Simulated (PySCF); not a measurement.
iodoethane cation (C₂H₅I), SMILES CCI (connectivity only; charge and spin as stated), charge +1, multiplicity 2.

The structure is a stationary point at B3LYP-D3(BJ)/def2-SVP. The multiplicity is an assumed one; other spin states were not compared. The def2 effective core potentials stand for the cores of I; spin–orbit coupling is left out.

Level of theory: PySCF with B3LYP-D3(BJ)/def2-SVP.

Frequencies are harmonic and unscaled.

Computed vibrational spectrum:
| mode | ν (cm⁻¹) | IR (km/mol) | moving atoms (share of kinetic energy) |
|---|---|---|---|
| 1 | 233 | 16.5 | C 63 %, H 21 %, I 16 % |
| 2 | 234 | 0.1 | H 90 %, C 9 % |
| 3 | 363 | 26.0 | C 75 %, H 20 % |
| 4 | 574 | 3.1 | H 85 %, C 15 % |
| 5 | 896 | 5.9 | H 95 % |
| 6 | 922 | 53.1 | H 67 %, C 33 % |
| 7 | 1075 | 11.2 | C 64 %, H 36 % |
| 8 | 1195 | 88.2 | H 84 %, C 15 % |
| 9 | 1205 | 0.2 | H 76 %, C 24 % |
| 10 | 1380 | 12.7 | H 86 %, C 14 % |
| 11 | 1413 | 26.3 | H 85 %, C 15 % |
| 12 | 1431 | 23.0 | H 97 % |
| 13 | 1464 | 3.8 | H 93 % |
| 14 | 3024 | 20.4 | H 96 % |
| 15 | 3050 | 42.4 | H 95 % |
| 16 | 3066 | 16.8 | H 91 %, C 9 % |
| 17 | 3117 | 9.1 | H 92 %, C 8 % |
| 18 | 3165 | 0.6 | H 90 %, C 10 % |
